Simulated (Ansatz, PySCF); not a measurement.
C3H2, SMILES `[C]=C=C` (excited triplet) (charge 0, multiplicity 3). This triplet is an excited state, 1.26 eV above the relaxed singlet at the level B3LYP-D3(BJ)/def2-TZVP (PySCF).

Cartesian coordinates (Å):
```xyz
5

C      2.0189     0.1043     0.7051
C      0.7631    -0.1297     0.5681
C     -0.5621    -0.0174     0.3748
H     -1.0277     0.9409     0.1820
H     -1.1921    -0.8981     0.4098
```
Charge 0, spin multiplicity 3.

Frozen-core energies in cc-pVDZ from Ansatz (a first-principles code) at a geometry from B3LYP-D3(BJ)/def2-TZVP; the HF reference has <S^2> = 2.17 and the T1 diagnostic is 0.066.

| level | energy (Ha) | difference from CCSDT(Q) (mHa) |
|---|---|---|
| HF | -114.58199 | 383.00 |
| MP2 | -114.90298 | 62.01 |
| CCSD | -114.94620 | 18.79 |
| CCSD(T) | -114.96200 | 2.99 |
| CCSDT | -114.96348 | 1.51 |
| CCSDT(Q) | -114.96499 | 0.00 |
